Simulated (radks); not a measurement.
The numbers below are computed, except where a source is named.
Problem. These are the eigenvalues of the occupied orbitals of an atom or ion with whole-number occupations (hartree). Level of theory: scalar-relativistic Kohn-Sham, BLYP, spin-polarised, spherical densities, finite nucleus; Fermi nuclear charge, rms radius of each element as measured or else 0.836 A^(1/3) + 0.57 fm (a radial shooting solver on a logarithmic mesh with Libxc functionals).

| orbital | eigenvalue |
|---|---|
| 1s up | -1212.607 |
| 1s down | -1212.605 |
| 2s up | -187.6468 |
| 2s down | -187.6456 |
| 2p up | -168.4772 |
| 2p down | -168.4750 |
| 3s up | -38.13790 |
| 3s down | -38.13565 |
| 3p up | -31.92593 |
| 3p down | -31.92337 |
| 3d up | -22.61599 |
| 3d down | -22.61354 |
| 4s up | -6.97523 |
| 4s down | -6.96987 |
| 4p up | -5.02768 |
| 4p down | -5.02221 |
| 4d up | -2.19005 |
| 4d down | -2.18177 |
| 5s up | -0.97866 |
| 5s down | -0.93338 |
| 5p up | -0.57709 |
| 5p down | -0.53172 |

Which element is it, and in what charge state? The configuration may be excited. Open shells, if any, are filled with parallel spins first.

Solution. Z = 53, iodine, charge +1: I+ in [Kr] 4d10 5s2 5p4. The list shows which subshells hold electrons but not how many an open one holds; the 1s level, -1212.6 hartree, gives Z - s = 49.2 by -(Z - s)^2/2, which with screening and relativity narrows Z to a few neighbours, and the depths of the outer levels then fix element, charge and occupations together.
